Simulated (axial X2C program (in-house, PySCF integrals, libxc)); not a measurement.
## Worked dissociation energy of NaIr: HF, without spin–orbit coupling

Computed with an in-house relativistic program for diatomic molecules. Spin-free means the one-electron spin-free X2C Hamiltonian. Basis: Ir dyall-cv3z [13s14p9d6f4g], Na dyall-cv3z [9s8p5d2f] (cores contracted in-house); Gaussian nuclei, density fitting, unrestricted open shells. Masses: Ir 192.963 u, Na 22.990 u.

Molecular state: M_S = 1, Λ = 3 (beyond evenly filled blocks: π+α, π+β, π-α, δ+α, δ+β, δ-α).

- E(Ir) (2M_S = 3, M_L = 2): -17824.170158 hartree
- E(Na) (2M_S = 1, M_L = 0): -162.068096 hartree
- E(NaIr) at Re: -17986.250110 hartree
- ωe: 184.3 cm⁻¹
- ωexe: 1.25 cm⁻¹

**Question.** Work out De and D0.

**Answer.** De = -17824.170158 + (-162.068096) − (-17986.250110) = 0.01186 hartree = 0.323 eV. The zero-point energy is ωe/2 − ωexe/4 = 92 cm⁻¹ = 0.011 eV, so D0 = 0.311 eV.

The state is one determinant whose occupation by symmetry is held fixed; it was picked as the lowest of a PBE0 search that is not exhaustive. De is counted from the lowest determinant-based energies of the atoms at the same level, without counterpoise correction. PBE0 can misorder states that lie within some tenths of an eV, so this need not be the ground state of the molecule. The nearest other spin-free determinant of the search, M_S = 1, Λ = 1, lies 0.13 eV up at the distance of the search. The determinant is spin-polarised beyond a pure state at some levels (its spin-free form has ⟨S²⟩ too high), which makes Re and μ there less reliable. With spin–orbit coupling the lowest determinant has another configuration, so this spin-free state is a model.

Hartree–Fock lacks correlation and underbinds, often by eV.

Each atomic determinant is the lowest at this level and need not be a pure term. Totals compare only within one Hamiltonian and basis.
